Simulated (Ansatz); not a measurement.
`c1cc2sc(-c3cc4sc(-c5cc6sccc6s5)cc4s3)cc2s1`, relaxed as a singlet with RKS r2SCAN-D4/def2-SVP in Ansatz, starting from the GFN2-xTB geometry. Force threshold 0.03 eV/Å.

Start:

```xyz
32

C    -4.851   -3.450    5.724
C    -4.703   -2.124    5.470
C    -3.791   -1.910    4.420
S    -3.158   -0.519    3.614
C    -2.183   -1.542    2.570
C    -1.345   -0.954    1.582
C    -1.177    0.383    1.309
C    -0.268    0.587    0.266
S     0.368    1.978   -0.540
C     1.343    0.954   -1.583
C     2.183    1.542   -2.570
C     2.348    2.877   -2.844
C     3.259    3.081   -3.890
S     3.893    4.469   -4.701
C     4.851    3.451   -5.723
C     4.705    2.124   -5.469
C     3.792    1.909   -4.419
S     3.161    0.519   -3.611
C     1.175   -0.382   -1.310
C     0.266   -0.587   -0.267
S    -0.369   -1.978    0.539
C    -2.349   -2.878    2.844
C    -3.258   -3.082    3.890
S    -3.894   -4.469    4.701
H    -5.476   -3.912    6.461
H    -5.215   -1.344    6.002
H    -1.688    1.164    1.841
H     1.836    3.659   -2.315
H     5.476    3.913   -6.461
H     5.218    1.344   -6.000
H     1.687   -1.164   -1.841
H    -1.836   -3.659    2.314
```

```json
{"step": "1", "energy (eV)": "-83759.7132", "largest force component (eV/Å)": "0.722", "SCF passes": "25"}
{"step": "2", "energy (eV)": "-83759.8570", "largest force component (eV/Å)": "0.165", "SCF passes": "22"}
{"step": "3", "energy (eV)": "-83759.8687", "largest force component (eV/Å)": "0.029", "SCF passes": "23"}
```

Force components are those of the run's own axes.

End:

```xyz
32

C    -4.903   -3.486    5.782
C    -4.750   -2.143    5.523
C    -3.828   -1.935    4.463
S    -3.184   -0.548    3.647
C    -2.203   -1.567    2.594
C    -1.359   -0.961    1.599
C    -1.185    0.390    1.320
C    -0.268    0.592    0.267
S     0.376    1.979   -0.549
C     1.357    0.961   -1.601
C     2.202    1.566   -2.596
C     2.373    2.916   -2.876
C     3.292    3.118   -3.931
S     3.937    4.501   -4.754
C     4.903    3.486   -5.782
C     4.750    2.143   -5.522
C     3.828    1.935   -4.463
S     3.187    0.548   -3.644
C     1.185   -0.390   -1.321
C     0.267   -0.592   -0.268
S    -0.375   -1.979    0.549
C    -2.373   -2.916    2.875
C    -3.292   -3.118    3.931
S    -3.939   -4.501    4.753
H    -5.540   -3.950    6.536
H    -5.272   -1.354    6.067
H    -1.705    1.182    1.862
H     1.851    3.708   -2.336
H     5.541    3.950   -6.535
H     5.274    1.354   -6.065
H     1.705   -1.182   -1.862
H    -1.852   -3.708    2.335
```

By distances, no bond broke or formed. The bond that changes most is C1–H25, from 1.07 to 1.09 Å (atoms count from 1).

No frequencies were taken in this run, so the end may be a saddle point.

It took 13 s on 2 threads of AMD EPYC 7R13 on a shared host and a share (18 GiB) of an NVIDIA H100 80GB HBM3, peak host memory 1.1 GiB.
